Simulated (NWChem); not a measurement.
Molecule: CHCl2, doublet; SMILES Cl[CH]Cl

```xyz
4

Cl    -0.1708    -0.0017    -1.4704
C      0.6825     0.0606     0.0000
Cl    -0.1708    -0.0017     1.4704
H      1.7113    -0.3040     0.0000
```
Atoms are numbered in this order, from 1.

In the optimisation the excess spin sits in a' (Cs, its own frame). Geometry: optimised at PBE0/def2-SVP, spin-unrestricted. No stability test was run on the SCF state.

Symmetry labels are those of Cs in the frame above (b1 and b2, or b-type labels, depend on it).

Problem. List the 6 lowest vertical excitations from B3LYP/def2-SVPD, spin-unrestricted, TDA (NWChem).

Solution. 
```
state    energy (eV)  oscillator strength  symmetry of the excitation  <S²>
-------  -----------  -------------------  --------------------------  ----
state 1         4.18                0.000                          a'  0.79
state 2         5.06                0.001                          a"  0.77
state 3         5.24                0.000                          a'  0.77
state 4         5.44                0.005                          a"  0.80
state 5         5.62                0.081                          a"  0.78
state 6         5.71                0.001                          a'  0.79
```
